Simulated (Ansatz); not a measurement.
Consider the redistribution: `[BH2][GeH2][Cl]` + `C[O][Mo]([OH])([F])([F])([F])[F]` → `[BH2][GeH2][F]` + `C[O][Mo]([OH])([F])([F])([F])[Cl]`.

Computed with Ansatz on PBE0-D4/def2-TZVP structures; ΔE is electronic, products minus reactants. CCSD(T)/CBS is the MP2 limit (def2-TZVPP, def2-QZVPP) plus CCSD(T) − MP2 in def2-TZVPP, frozen cores. DFT in def2-TZVPP. Elements past krypton have def2 core potentials. For Ge, Mo outer-core shells are correlated without core-valence functions, which leaves a few kJ/mol of doubt a bond. Scalar relativity is left out up to krypton. Each species was taken in one conformer, which may not be the lowest.

| species | LDA (SPW92) energy (Eh) |
| --- | --- |
| `[BH2][GeH2][Cl]` | -2559.49894 |
| `C[O][Mo]([OH])([F])([F])([F])[F]` | -654.98699 |
| `[BH2][GeH2][F]` | -2200.01725 |
| `C[O][Mo]([OH])([F])([F])([F])[Cl]` | -1014.45465 |

Task: Work out ΔE.

Result: ΔE = (-2200.01725) + (-1014.45465) − (-2559.49894) − (-654.98699) = 0.01403 Eh = +0.38 eV. CCSD(T)/CBS gives +0.30 eV.

Task: What do rigid-rotor, harmonic-oscillator terms from PBE0-D4/def2-TZVP frequencies (298.15 K, 1 bar) make of the CCSD(T)/CBS value? (An estimate is asked.)

Result: The calculation gave: ΔZPE = 0.00 eV, ΔH = +0.29 eV, ΔS = -9 J/(mol·K), ΔG = +0.32 eV. Modes under 50 cm⁻¹ make the entropy rough.

Largest T1 diagnostic among the species: 0.025, so the coupled-cluster value is less sure than usual.

The D4 term adds −0.05 eV with B3LYP and −0.03 eV with PBE0; it sums over pairs of atoms, weighted by their polarisabilities, and B3LYP, whose exchange is more repulsive, gets the larger term. Leaving LDA and LC-ωPBE aside and taking each functional with its dispersion term where it has one, the values, not all of them listed here, spread over 0.13 eV, from B2PLYP to ωB97X-V.

B3LYP here is the variant with VWN-RPA as its local correlation; programs differ in this.
